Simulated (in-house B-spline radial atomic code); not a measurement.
Binding energies in As VI (As5+)

NIST's tabulated ground configuration is [Ar] 3d10; each binding energy is the energy of the ion with one electron taken from that subshell, relaxed, less that of the parent. Computed with a radial B-spline atomic code at the basis-set limit: Dirac-Hartree-Fock, average of configuration, Fermi nucleus of rms radius 4.0968 fm. Energies include first-order Breit, QED and recoil terms.

```tsv
subshell	X-ray name	binding energy (eV)	-ε (eV)	relaxation (eV)
2s	L1	1616.4	1640.5	21.9
2p1/2	L2	1440.8	1466.9	24.1
2p3/2	L3	1404.9	1430.0	23.7
3s	M1	287.3	291.9	4.3
3p1/2	M2	227.6	232.0	4.2
3p3/2	M3	222.5	226.7	4.1
3d3/2	M4	119.7	123.7	4.0
3d5/2	M5	119	122.9	3.9
```

Relaxation = -ε minus the binding energy without Breit, QED and recoil terms.

Emission lines follow as differences of binding energies, with λ = 12398.42 eV·Å / E:

```
 line          holes  energy (eV)  wavelength (Å)
L3-M5  2p3/2 → 3d5/2       1285.9          9.6418
L2-M4  2p1/2 → 3d3/2       1321.1          9.3849
L1-M3     2s → 3p3/2       1393.9          8.8948
L3-M1     2p3/2 → 3s       1117.6          11.094
```

(1) What does it cost to remove both a 3s and a 3p3/2 electron?

(2) What does it cost to remove two 3d5/2 electrons?

Results:

(1) 538.26 eV, which is 28.42 eV more than the two single binding energies together.

(2) 268.36 eV, which is 30.34 eV more than the two single binding energies together.
